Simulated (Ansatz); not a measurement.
Consider the substitution at a C–Ge bond: `[CH3][Ge]([CH3])([CH3])[Cl]` + `O[SiH](O)[SiH3]` → `CO[SiH](O)[SiH3]` + `[CH3][GeH]([CH3])[Cl]`.

Computed with Ansatz on PBE0-D4/def2-TZVP structures; ΔE is electronic, products minus reactants. CCSD(T)/CBS is the MP2 limit (def2-TZVPP, def2-QZVPP) plus CCSD(T) − MP2 in def2-TZVPP, frozen cores. This one scheme is used for every species. Functionals use def2-TZVPP. B3LYP here is the variant with VWN-RPA as its local correlation; programs differ in this. HSE06 is defined as in plane-wave codes. For Ge outer-core shells are correlated without core-valence functions, which leaves a few kJ/mol of doubt a bond. Scalar relativity is left out up to krypton. Each species was taken in one conformer, which may not be the lowest.

```
             level  ΔE (kcal/mol)  difference from CCSD(T)/CBS
       LDA (SPW92)           21.1                         -2.0
            PBE-D4           21.5                         -1.6
         revPBE-D4           21.2                         -1.9
           BLYP-D4           20.2                         -2.9
         r2SCAN-D4           22.1                         -1.0
            B97M-V           20.7                         -2.4
           PBE0-D4           21.9                         -1.2
          B3LYP-D4           20.6                         -2.5
        r2SCANh-D4           22.2                         -0.9
        r2SCAN0-D4           22.4                         -0.7
          HSE06-D4           21.9                         -1.2
          BHLYP-D4           20.7                         -2.4
      CAM-B3LYP-D4           20.4                         -2.7
           ωB97X-V           20.9                         -2.2
           ωB97M-V           22.0                         -1.1
            B2PLYP           21.5                         -1.6
          PBE-QIDH           23.0                         -0.1
               PBE           21.1                         -2.0
            revPBE           20.9                         -2.2
              BLYP           19.5                         -3.6
              PBE0           21.5                         -1.6
             B3LYP           20.0                         -3.1
           r2SCANh           22.1                         -1.0
             HSE06           21.5                         -1.6
             BHLYP           20.0                         -3.1
         CAM-B3LYP           20.0                         -3.1
           LC-ωPBE           21.8                         -1.3
RPA@PBE/def2-TZVPP           21.0                         -2.1
       HF/def2-SVP           15.7                         -7.4
      MP2/def2-SVP           19.9                         -3.2
     CCSD/def2-SVP           17.6                         -5.5
  CCSD(T)/def2-SVP           17.6                         -5.5
     HF/def2-TZVPP           18.5                         -4.6
SCS-MP2/def2-TZVPP           22.8                         -0.3
   CCSD/def2-TZVPP           22.5                         -0.6
CCSD(T)/def2-TZVPP           22.8                         -0.3
     HF/def2-QZVPP           18.2                         -4.9
    MP2/def2-QZVPP           24.9                          1.8
      HF/CBS(def2)           18.2                         -4.9
    CCSD/CBS(def2)           22.7                         -0.4
       CCSD(T)/CBS           23.1                            0
```

Largest T1 diagnostic among the species: 0.013.

At CCSD(T), def2-SVP lies −5.5 kcal/mol from the extrapolated value and def2-TZVPP −0.2 kcal/mol. Leaving LDA and LC-ωPBE aside and taking each functional with its dispersion term where it has one, the values spread over 2.8 kcal/mol, from BLYP-D4 to PBE-QIDH. In def2-TZVPP, CCSD(T) changes the Hartree–Fock value by +4.3 kcal/mol (the triples alone add +0.3 kcal/mol) and MP2 by +6.4 kcal/mol.
